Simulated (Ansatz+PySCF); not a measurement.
## triplet CoF: levels of theory in one basis

| atom | x (Å) | y (Å) | z (Å) |
| --- | --- | --- | --- |
| Co | 0.0000 | 0.0000 | 0.0000 |
| F | 0.8567 | -1.4871 | -0.2611 |

Basis set: cc-pVTZ (spherical functions). Frozen core: 10 orbitals. Correlation on ROHF uses semicanonical orbitals with singles. Charge 0, multiplicity 3.

Computed with Ansatz (development build ahead of 0.2.0); each method stands on the lowest determinant of its kind that the runs found.

```csv
method,E − E(ROHF) (eV),<S²> of the determinant
ROHF,0.00,2.00
UHF,-2.16,2.98
ROHF-MP2,-16.30,–
UHF-MP2,-15.81,2.98
ROHF-CCSD,-15.71,–
ROHF-CCSD(T),-16.30,–
```

Q: Is a single determinant a sound starting point here?

A: It is doubtful. Unrestricted orbitals lower Hartree–Fock by 2.16 eV and <S²> is 2.98 where a pure state has 2.00, a sign of strong static correlation.

Caution: another spin multiplicity may lie lower; the determinant breaks the point group. Caution for ROHF, ROHF-MP2, ROHF-CCSD, ROHF-CCSD(T): an unrestricted determinant lies well below. Caution for UHF, UHF-MP2: the unrestricted determinant is a mixture of spin states. Caution for ROHF-MP2, ROHF-CCSD, ROHF-CCSD(T): large amplitudes, a single reference is doubtful.
